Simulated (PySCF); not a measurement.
Electron correlation in Co (cobalt, neutral)

[Ar] 3d8 4s1, high-spin 4F determinant (an excited configuration). Computed with PySCF 2.14 in x2c-TZVPPall (6s5p4d2f1g, 64 functions), with the spin-free X2C one-electron Hamiltonian (Gaussian nucleus). Frozen: [Ne]; 17 electrons correlated.

| level | correlation energy (mhartree) |
| --- | --- |
| CCSD | -608.81 |
| (T) | -18.09 |
| CCSD(T) | -626.90 |

Diagnostics: T1 = 0.020, D1 = 0.0644, largest double amplitude 0.027.

Q: Is a single reference adequate?

A: Yes: T1 lies below 0.03 and no double amplitude reaches 0.07.

This basis was not built for core-valence correlation, so the inner-shell part is incomplete.
